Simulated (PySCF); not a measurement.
Spin-Hamiltonian simulation

Molecule: `CC#Cc1cccnc1`, C$_{8}$H$_{7}$N.

Geometry (Å), atoms numbered from 1 in this order:
```xyz
16

C     3.725    0.165    0.141
C     2.279    0.076    0.053
C     1.069    0.003   -0.022
C    -0.352   -0.086   -0.111
C    -1.192    0.889    0.451
C    -2.568    0.743    0.328
C    -3.063   -0.371   -0.351
N    -2.282   -1.304   -0.889
C    -0.970   -1.166   -0.772
H     4.035    0.704    1.049
H     4.144    0.700   -0.727
H     4.183   -0.836    0.170
H    -0.757    1.743    0.973
H    -3.251    1.481    0.752
H    -4.144   -0.513   -0.464
H    -0.343   -1.944   -1.222
```

Method: σ from GIAO-CAM-B3LYP/pcSseg-1, spin–spin couplings from B3LYP/pcJ-1 (without the spin–dipole term), coordinates at the PBE0-D3(BJ)/def2-SVP level, in PySCF 2.14.0 with density-fitted response routines (rapidly exchanging positions averaged, non-relativistic Hamiltonian, single conformer, in vacuum).

Scale: 1H (σref 31.33) against TMS (reference shieldings calculated alike).

Shifts (ppm): H10/H11/H12 2.10, H13 7.69, H14 7.11, H15 8.57, H16 8.75.
Couplings (Hz): H10–H11, H10–H12, H11–H12: -18.4; H10–H13, H11–H13, H12–H13: -0.5; H10–H16, H11–H16, H12–H16: -0.5; H13–H14: 8.7; H13–H15: 1.6; H13–H16: 2.1; H14–H15: 5.4; H14–H16: 1.0; H15–H16: -0.9.

The 7-spin Hamiltonian (Zeeman plus full scalar coupling among like nuclei) was diagonalised exactly; lines are Lorentzian, 0.4 Hz wide, and the maxima above 3 % are listed with the tallest set to 100.

(1) Give the 1H peak list of this spin system at 60 MHz.

(2) And at 600 MHz?

(3) Among coupled protons with different shifts, which pair is furthest from first order, and how does the field change that?

Answers

(1) 
δ in ppm (height): 8.787 (4), 8.780 (6), 8.772 (8), 8.764 (9), 8.756 (9), 8.747 (9), 8.738 (9), 8.730 (9), 8.722 (7), 8.713 (5), 8.637 (8), 8.622 (7), 8.609 (9), 8.594 (7), 8.548 (9), 8.533 (8), 8.521 (9), 8.506 (8), 7.778 (4), 7.771 (5), 7.763 (4), 7.661 (5), 7.653 (5), 7.643 (3), 7.633 (6), 7.626 (8), 7.618 (6), 7.611 (3), 7.598 (4), 7.591 (4), 7.225 (10), 7.208 (10), 7.137 (9), 7.119 (9), 7.080 (6), 7.062 (6), 6.992 (6), 6.974 (5), 2.107 (58), 2.100 (100), 2.092 (58)

(2) 
Hz from δ = 0 (height): 5252.2 (4), 5251.8 (6), 5251.3 (8), 5250.8 (9), 5250.3 (9), 5249.8 (9), 5249.2 (9), 5248.8 (8), 5248.2 (7), 5247.8 (4), 5146.0 (8), 5145.1 (8), 5144.4 (8), 5143.5 (8), 5140.6 (8), 5139.7 (8), 5139.0 (8), 5138.1 (8), 4620.5 (3), 4620.0 (4), 4618.9 (5), 4618.4 (7), 4617.9 (5), 4616.8 (4), 4616.3 (3), 4611.8 (4), 4611.3 (4), 4610.2 (5), 4609.7 (7), 4609.2 (5), 4608.1 (4), 4607.6 (4), 4273.5 (8), 4272.5 (8), 4268.1 (8), 4267.1 (8), 4264.8 (7), 4263.8 (7), 4259.4 (7), 4258.4 (7), 1260.5 (58), 1260.0 (100), 1259.5 (58)

(3) H13 and H14: Δν/J is about 4.0 at 60 MHz (intermediate, with clear roofing) and 40.0 at 600 MHz (close to first order). J in Hz doesn't depend on the field, while Δν in Hz grows in proportion to it.

Unscaled 3J(H,H) at this level run about 10 % above measured values.
